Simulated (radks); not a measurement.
Neutral xenon inside a hard spherical wall (all orbitals vanish at R), configuration held at [Xe] and not refilled when levels cross. All-electron calculation, scalar-relativistic Kohn-Sham, LDA (Slater exchange, VWN5 correlation), spin-unpolarised, spherical densities, finite nucleus; Fermi nuclear charge, rms radius 4.7859 fm. Program: a radial shooting solver on a logarithmic mesh with Libxc functionals. Eigenvalues in eV, with the zero of energy where the potential of the charges vanishes at infinity; a dash marks a level that is unbound or too diffuse for the functional's potential to be trusted. A positive occupied level is held by the wall or, in an anion where self-interaction has pushed it up, behind a barrier. The pressure on the wall is -dE/dV.

R (bohr)  E (hartree)  kinetic (hartree)    e(4p)    e(4d)    e(5s)   e(5p)  e(6s, empty)  e(5d, empty)  pressure (GPa)
free      -7441.12114           7822.543  -141.03  -59.456  -19.983  -8.386        -0.498             -               0
15        -7441.12114           7822.543  -141.03  -59.456  -19.983  -8.386        -0.452         1.243        < 0.0001
12        -7441.12114           7822.543  -141.03  -59.456  -19.983  -8.385        -0.330         1.552        < 0.0001
8         -7441.12038           7822.551  -140.98  -59.406  -19.942  -8.346         0.789         2.579          0.0440
6         -7441.10360           7822.688  -140.40  -58.834  -19.480  -7.880         4.211         4.522            1.78
5         -7441.03613           7823.132  -138.97  -57.429  -18.386  -6.701         9.723         7.258            12.7
3.5       -7440.11015           7827.681  -129.87  -48.582  -11.050   2.016        40.946        21.848             334
2.5       -7434.74698           7848.348  -107.52  -27.218   14.205  32.762        132.97        65.155            4780
